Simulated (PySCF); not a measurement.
(H2Ga-mu-OH)2.
Bonds: Ga1–O4, Ga1–O8, O4–Ga5, Ga5–O8. Hydrogens: H2, H3 on Ga1; H9 on O4; H6, H7 on Ga5; H10 on O8.

Theory: PBE0-D3(BJ)/def2-SVP geometry optimisation, gas phase in PySCF 2.14.0.

Question: How far are the bound atoms from Ga1?

Answer: 4 atoms: H2 1.566 Å, H3 1.566 Å, O4 1.963 Å, O8 1.963 Å. The nearest atom not counted as bound is H10, at 2.55 Å (others tie with it).

Question: List the angles at Ga1.

Answer: 
```
    angle  degrees  distance of the outer atoms (Å)
H2–Ga1–H3    128.5                             2.82
H3–Ga1–O8    111.0                             2.92
H2–Ga1–O4    111.0                             2.92
H3–Ga1–O4    107.6                             2.86
H2–Ga1–O8    107.6                             2.86
O4–Ga1–O8     81.2                             2.55
```

Question: Describe the arrangement about Ga1 in numbers.

Answer: Angles from 81.2° to 128.5°; τ4 = (360° − α − β)/141° = 0.85 with α and β the two widest (0 for a square, 1 for a tetrahedron).

Question: What are the other bond lengths?

Answer: O4–H9, O8–H10 0.963 Å.

Question: Give some angles away from the centre.

Answer: Ga1–O4–Ga5 98.8°.

Question: What are the rotational constants (commonest isotopes, rigid rotor)?

Answer: A = 7345, B = 1513, C = 1311 MHz: a near-prolate asymmetric top.

Point group: C2h (tolerance 0.08 Å). Charge 0, singlet. PBE0-D3(BJ)/def2-SVP frequencies: not computed here.

Hardware: one thread, Arm Neoverse V1 (aarch64), shared host with 32 logical CPUs at a one-minute load of 21. Cost: 3.6 min wall, 0.49 GiB resident at most. This is the geometry optimisation.

One conformer stands for the species.
